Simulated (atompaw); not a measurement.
Building the PAW (atompaw) potential for silver (Ag) (PBE, scalar-relativistic).

silver, PAW, made with atompaw 4.2.0.5 (PBE, scalar-relativistic). Core [Ar] 3d10, reference 4s2 4p6 4d10 5s1 5p0. Waves: 4s (bound): rc 1.30 bohr; 5s (bound): rc 1.65 bohr; 4p (bound): rc 1.70 bohr; 5p (bound, empty): rc 0.35 bohr; 4d (bound): rc 1.70 bohr; 4d channel at 3.75 Ry: rc 1.70 bohr. Local part: bessel scheme, radius 1.25 bohr. Core correction: smooth core density matched at 1.60 bohr. Augmentation charge: besselshape compensation charge, radius 1.45 bohr; PAW radius 1.70 bohr; waves and projectors: custom polynom vanderbiltortho.

All-electron outer shells of the reference configuration (PBE, scalar-relativistic, ld1.x):

| shell | level (eV) | outermost node (bohr) | outermost maximum (bohr) |
| --- | --- | --- | --- |
| 3p | -557.49 | 0.15 | 0.32 |
| 3d | -358.48 | – | 0.27 |
| 4s | -95.05 | 0.44 | 0.82 |
| 4p | -58.57 | 0.44 | 0.87 |
| 4d | -7.44 | 0.43 | 1.04 |
| 5s | -4.40 | 1.11 | 2.49 |
| 5p | -0.74 | 1.25 | 3.86 |

What the tests gave:

```
Cutoffs needed                                           : 50 Ry and 90 Ry (the cutoffs (Ry, on a coarse ladder) from which the occupation-weighted sum of valence levels, in a spherical-Bessel basis at the reference potential, stays within 10 and 1 mRy of its value at 400 Ry)
Ghost test                                               : no extra level below or beside the all-electron valence levels (s, p, d, f tested) (spherical-Bessel basis up to 400 Ry, 20 bohr box)
Lowest eigenvalue of the overlap operator                : 0.15 (p channel)
Overlap eigenvalues printed by atompaw (projector basis) : 0.368, 2.55, 2.66, 36.2, 46.7, 68.3
Share of each valence orbital outside the PAW sphere     : 4s 2 %, 5s 92 %, 4p 4 %, 5p 98 %, 4d 26 %
```

Generation and tests took about 5.1 s on one core of a shared server CPU.
